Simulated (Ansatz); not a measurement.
Born–Oppenheimer molecular dynamics of Cl2H3HfNO (8 atoms, charge 0, multiplicity 1). It starts at the highest image of a converged band, a first-order saddle point between two minima.

Method: Ansatz, RKS PBE/def2-SVP.

```
ensemble                      : NVE (velocity Verlet)
time step                     : 0.5 fs
steps asked                   : 200
starting velocities drawn for : 100 K
seed                          : 6407
```

First frame:

```xyz
8
Properties=species:S:1:pos:R:3
Hf -0.296 0.564 0.582
O 1.549 -0.185 -0.326
N -0.869 -0.984 -0.294
H 0.661 -0.825 -0.623
Cl -1.067 2.534 -0.521
Cl -0.596 0.493 2.950
H 1.985 0.204 -1.108
H -1.366 -1.800 -0.659
```

(1) How far do the bonds stretch over the last three quarters of this one trajectory? (Pairs bonded in most of those frames.)

Results:

(1) 
| bond | mean (Å) | spread (Å) | shortest | longest |
| --- | --- | --- | --- | --- |
| Hf1–O2 | 2.256 | 0.029 | 2.22 | 2.29 |
| Hf1–N3 | 1.846 | 0.013 | 1.82 | 1.87 |
| Hf1–H4 | 2.301 | 0.174 | 2.01 | 2.62 |
| Hf1–Cl5 | 2.395 | 0.018 | 2.36 | 2.42 |
| Hf1–Cl6 | 2.394 | 0.003 | 2.39 | 2.40 |
| O2–H4 | 1.037 | 0.055 | 0.95 | 1.16 |
| O2–H7 | 0.977 | 0.011 | 0.96 | 1.00 |
| N3–H8 | 1.023 | 0.009 | 1.01 | 1.04 |

Mean temperature of the second half: 77 K. The conserved energy stayed within 0.057 meV per atom of its start (net change 0.052 meV per atom), so the integration is sound. A run of 0.1 ps of so small a system gives no equilibrium averages. The orbitals stay closed-shell, which can raise the energy where a bond breaks towards radicals; this wasn't checked here.

Run time: 11 min on 2 threads of Intel(R) Xeon(R) Processor @ 2.70GHz, with other jobs on the host, peak memory 0.24 GiB.
